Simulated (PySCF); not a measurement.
**Calculated properties of `CC(C)C[P@](C)(=O)[O-]`**

Compound: C5H12O2P (charge -1).
Structure used (PBE0-D3(BJ)/def2-SVP), in Å, numbered top down from 1:
```xyz
20
C5H12O2P angstrom
C     -1.3637    1.6560    0.0464
C     -1.0102    0.1787   -0.1040
C     -2.1013   -0.7181    0.4719
C      0.3631   -0.1206    0.4982
P      1.7250    0.5990   -0.5562
C      3.2349   -0.0877    0.2657
O      1.7479    2.1054   -0.3634
O      1.5937   -0.0416   -1.9233
H     -1.5518    1.8998    1.1083
H     -2.2734    1.9155   -0.5228
H     -0.5152    2.2721   -0.2926
H     -0.9103   -0.0407   -1.1833
H     -3.0840   -0.5114    0.0116
H     -2.2063   -0.5597    1.5604
H     -1.8726   -1.7851    0.3130
H      0.4305    0.2692    1.5312
H      0.5223   -1.2133    0.5388
H      3.2633   -1.1870    0.2029
H      3.2945    0.2299    1.3192
H      4.1079    0.3187   -0.2690
```

**PBE0-D3(BJ)/def2-SVP geometry optimisation, gas phase (PySCF)**

| Item | Value |
| --- | --- |
| Point group | C1 |
| Rotational constants A, B, C | 2.881, 1.065, 0.976 GHz |

From KT3/pcSseg-1 ground state and GIAO shieldings, non-relativistic (PySCF):

| Quantity | Value |
| --- | --- |
| HOMO energy | -0.49 eV |
| LUMO energy | 3.94 eV |
| HOMO–LUMO gap | 4.43 eV |
| 13C chemical shifts (computed TMS as zero) by class | 44.1 (C4), 29.8 (C3), 28.1 (C2), 24.4 (C1), 20.9 (C6) ppm |
| 1H chemical shifts (computed TMS as zero) by class | 2.49 (H12), 1.35 (H9/H10/H11), 0.83 (H17), 0.62 (H13/H14/H15), 0.53 (H16), 0.53 (H18/H19/H20) ppm |
| Isotropic shieldings of nuclei other than C and H, by class | 162 (O7), 171 (O8), 336 (P5) ppm |

Monoisotopic mass of the ion (most abundant isotopes, electron mass counted): 135.0580 u.

With B = h/(8π²I), that is 505.379 GHz u Å² over I, the principal moments of inertia are 175.4, 474.7 and 517.7 u Å² (most abundant isotopes); the inertial defect Ic − Ia − Ib is -132.4 u Å² (zero for a rigid planar frame, negative otherwise). The rotational constants make it an asymmetric top with κ = (2B − A − C)/(A − C) = -0.91, nearer the prolate limit (−1).

 The geometry's basis has no diffuse functions, a weakness for an anion. NMR classes are plain means over equivalent atoms (diastereotopic ones count apart unless rotation or inversion swaps them), as if these changed places fast; in this geometry the members of some classes differ. No diffuse functions stand in pcSseg-1, which bears on an anion's orbital energies.

One conformer stands for the species.
